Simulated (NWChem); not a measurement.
CH3ClMg; SMILES [Cl][Mg][CH3]

All runs: NWChem. Pople sets run with spherical d functions. STO-3G and 3-21G are far too small for this property and stand as cheap habits. The geometry was optimised at PBE-D3(BJ)/def2-SVP. Field at 589 nm.

Order these by “isotropic polarisability (bohr³)”, lowest first: B3LYP/STO-3G; B3LYP/def2-SVPD; B3LYP/6-31G*.

B3LYP/STO-3G (19.1), B3LYP/6-31G* (47.8), B3LYP/def2-SVPD (58.0)
